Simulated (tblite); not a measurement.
Parent: `[O:1]=[CH:2][CH2:3][SiH2:4][OH:5]` with O1–C2–C3–Si4 68°, C2–C3–Si4–O5 -48°, C3–Si4–O5–H 17°, C2H6O2Si.

Structures optimised with GFN2-xTB, isolated species. One conformer each, not checked by frequencies here.

| coordinate of the parent | value |
| --- | --- |
| O1=C2 | 1.212 Å |
| C2–C3 | 1.465 Å |
| C3–Si4 | 1.939 Å |
| Si4–O5 | 1.611 Å |
| O1–C2–C3 | 124.3° |
| C2–C3–Si4 | 105.1° |
| C3–Si4–O5 | 106.7° |

Task: How does the shared frame change in `[O:1]=[C:2]([CH2:3][SiH2:4][OH:5])[c:6]1[cH:7][cH:8][cH:9][o:10]1` with O1–C2–C3–Si4 -68°, C2–C3–Si4–O5 45°, C3–Si4–O5–H -13°, O1–C2–C6–C7 -3°, C6H8O3Si? Atoms pair as O1 = O1, C2 = C2, C3 = C3, Si4 = Si4, O5 = O5 (parent first).

Result: 
```csv
parent,relative,value in the relative,change
O1=C2,O1=C2,1.226 Å,+0.014
C2–C3,C2–C3,1.477 Å,+0.012
C3–Si4,C3–Si4,1.931 Å,-0.008
Si4–O5,Si4–O5,1.612 Å,+0.001
O1–C2–C3,O1–C2–C3,122.2°,-2.1
C2–C3–Si4,C2–C3–Si4,105.1°,0.0
C3–Si4–O5,C3–Si4–O5,106.8°,+0.1
```

Of the parent's bonds, O1–C2 changes most (+0.014 Å). Bonds of the relative outside the shared frame: C2–C6 1.460, C6–C7 1.377, C7–C8 1.407, C8–C9 1.365, C9–O10 1.335, C6–O10 1.355 Å. Point group C1 → C1.

All values are computed, not measured.
